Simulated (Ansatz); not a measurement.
Frontier orbitals of `OB1N[SiH2]1`.

```xyz
8

O     1.178    0.624    1.656
B     0.402    0.296    0.601
N     0.120   -0.807   -0.204
Si   -0.878    0.504   -0.820
H     1.717   -0.104    1.981
H     0.380   -1.776   -0.312
H    -0.572    0.953   -2.204
H    -2.348    0.309   -0.699
```

Charge 0, multiplicity 1. The structure was optimised at the PBE0-D4/def2-TZVP level. It is one conformer, not always the lowest. Basis def2-TZVPP, Ansatz.

```tsv
functional	HOMO (eV)	LUMO (eV)
HSE06 (plane-wave form)	-6.65	-0.64
```

Task: Give HOMO and LUMO (eV) with LDA (SPW92), PBE, revPBE, BLYP, r2SCAN, B97M-V, PBE0, B3LYP, r2SCANh, r2SCAN0, BHLYP, CAM-B3LYP, LC-ωPBE, ωB97X-V, ωB97M-V, HF. (An estimate is asked.)

Result: The calculation gave: 
| functional | HOMO | LUMO |
| --- | --- | --- |
| LDA (SPW92) | -6.02 | -1.27 |
| PBE | -5.93 | -1.11 |
| revPBE | -5.89 | -1.03 |
| BLYP | -5.81 | -1.03 |
| r2SCAN | -6.14 | -0.73 |
| B97M-V | -6.22 | -0.93 |
| PBE0 | -7.05 | -0.27 |
| B3LYP | -6.86 | -0.52 |
| r2SCANh | -6.55 | -0.44 |
| r2SCAN0 | -7.18 | -0.03 |
| BHLYP | -8.09 | 0.51 |
| CAM-B3LYP | -8.37 | 0.65 |
| LC-ωPBE | -9.67 | 1.85 |
| ωB97X-V | -9.35 | 1.69 |
| ωB97M-V | -9.16 | 1.34 |
| HF | -9.68 | 2.58 |

B3LYP here is the variant with VWN-RPA as its local correlation; programs differ in this. LC-ωPBE has ω = 0.4 bohr⁻¹. Positive LUMOs are unbound and depend on the basis.
